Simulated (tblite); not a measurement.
Question: Write a Z-matrix for `C=C[Si@H]([SiH2]C)C1CC1` as optimised with GFN2-xTB.

Answer: 
Z-matrix in Å and degrees, rows numbered from 1:
```
C 
C   1  1.3237
Si  2  1.8889  1  125.10
Si  3  2.3254  2  110.37  1   100.92
C   4  1.9003  3  109.88  2    86.85
C   3  1.8892  2  107.78  1   -21.96
C   6  1.5017  3  120.17  2   164.46
C   7  1.4920  6   60.25  3  -109.60
H   1  1.0780  2  121.40  3     2.05
H   1  1.0800  2  122.89  3  -178.28
H   2  1.0838  1  118.15  3   177.76
H   3  1.4817  2  106.06  1  -135.50
H   4  1.4732  3  113.02  2   -33.10
H   4  1.4733  3  113.69  2  -153.14
H   5  1.0863  4  111.07  3   -62.47
H   5  1.0863  4  111.34  3    57.32
H   5  1.0859  4  111.51  3   177.53
H   6  1.0845  3  115.58  2   -50.77
H   7  1.0805  6  118.52  8  -108.27
H   7  1.0802  6  118.32  8   108.00
H   8  1.0807  6  118.55  7   108.11
H   8  1.0809  6  118.43  7  -107.84
```

Si3 (SiH silicon) is distorted tetrahedral (angles from 106.1° to 113.7°). The C–C distances run from 1.324 Å (C1=C2, drawn double) to 1.502 Å (C6–C8, drawn single), a spread of 0.178 Å. Of the pairs four or more bonds apart, Si4···H22 is among the closest relative to their van der Waals radii: 3.14 Å, 95 % of the sum of Bondi's values. The 3-membered ring C6–C7–C8 has internal angles of 59.6° to 60.2°.

Computed geometry: GFN2-xTB, gas phase.

Point group: C1 (no symmetry element, even within 0.4 Å). Its lowest GFN2-xTB frequency is 14 cm⁻¹, too small to tell a flat minimum from a shallow saddle. The numbers are those of one conformer (C1–C2–Si3–Si4 101°, C2–Si3–Si4–C5 87°, C2–Si3–C6–C7 164°).

Time: 1.5 s of wall time. Hardware: one thread of an Arm Neoverse V1, shared host. That covers the optimisation of the geometry.
